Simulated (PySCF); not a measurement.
## Two-dimensional NMR puzzle

Compound of formula C5H13BN2Si2. Correlations simulated from computed shifts and the bond graph:

HSQC (one-bond C–H):
```tsv
δH	δC
8.61	139.4
7.50	131.3
7.23	120.6
```

COSY cross peaks (H two or three bonds apart, from the bond graph; peaks can be absent where the dihedral angle is near 90°):
```tsv
δH	δH
8.61	7.23
7.50	7.23
```

HMBC (two and three bonds, from the bond graph):
```tsv
δH	δC
8.61	139.4, 131.3, 120.6
7.50	139.4, 120.6
7.23	139.4, 131.3, 120.6
4.01	139.4
```

- coordinates at the PBE0-D3(BJ)/def2-SVP level
- shielding tensors at KT2/pcSseg-1 (GIAO)
- code: PySCF
- isolated molecule, one computed conformer, non-relativistic Hamiltonian, one averaged value for each set of equivalent atoms

Scale: TMS for $^{1}$H and $^{13}$C (reference shieldings calculated alike).

Exchangeable hydrogens are left out of these lists.

Work out the connectivity.

Answers

`[SiH3]N([SiH3])[BH2-][n+]1ccccc1`.

Atoms are numbered as in `[SiH3:1][N:2]([SiH3:3])[BH2-:4][n+:5]1[cH:6][cH:7][cH:8][cH:9][cH:10]1`; H(Xn) means a hydrogen on atom n.

δC 139.4 is C6/C10, an aromatic CH next to a ring nitrogen (δH 8.61). δC 131.3 is C8, an aromatic CH (δH 7.50). δC 120.6 is C7/C9, an aromatic CH (δH 7.23). COSY links 8.61–7.23, 7.50–7.23.

The data come from this structure; uniqueness wasn't tested.

Hydrogens on boron are broadened and split by $^{11}$B (spin 3/2, 80 %) and 10B (spin 3). Shifts are as computed. Against solution values, carbons near 30 ppm lie about +2 ppm off and those near 130 ppm about -5 ppm. Of 1309 compounds with measured shifts, 239 miss one by over three times the rms of a fit or turn the order of signals round; such compounds aren't used in these exercises.
